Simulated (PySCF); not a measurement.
Polarisability and C₆ of Zn³⁺ (zinc, charge +3)

[Ar] 3d9, 2D determinant. Computed with PySCF 2.14 in def2-QZVPPD, with the non-relativistic Hamiltonian (point nucleus). Coupled (time-dependent) response in atomic units; α is the mean over directions.

| method | mean α (bohr³) | α xx, yy, zz | C₆ (like pair) | S(−4) |
| --- | --- | --- | --- | --- |
| HSE06 | 1.459 | 1.418, 1.418, 1.541 | 3.280 | 0.6834 |

S(−4) is the Cauchy moment in α(ω) = α(0) + S(−4) ω² + …

α(iu) at HSE06:

| u (hartree) | α(iu) (bohr³) |
| --- | --- |
| 0 | 1.459 |
| 0.0500 | 1.458 |
| 0.100 | 1.452 |
| 0.200 | 1.433 |
| 0.300 | 1.402 |
| 0.500 | 1.318 |
| 0.750 | 1.196 |
| 1.00 | 1.076 |
| 1.50 | 0.8757 |
| 2.00 | 0.7238 |
| 3.00 | 0.5163 |
| 5.00 | 0.2973 |

For an ion, C₆ is the dispersion term alone; charge-induced terms of lower order in 1/R come first.

The components differ because the open shell of this determinant is not spherical; for a pure term their mean is the scalar polarisability.
